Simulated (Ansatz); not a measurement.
Problem. Name a neutral molecule of C, In and H with HOMO–LUMO gap (ωB97M-V/def2-TZVPP) between 8.60 and 8.90 eV and LUMO energy (PBE/def2-TZVPP) between -2.05 and -1.75 eV (Ansatz, PBE0-D4/def2-TZVP geometry).

Solution. `C=C[CH2][InH2]` (8.81 eV, -1.77 eV); `C[CH2][InH][CH](C)C` (8.62 eV, -2.00 eV). Other molecules can fit too; these were computed, each in one conformer that needn't be the lowest.
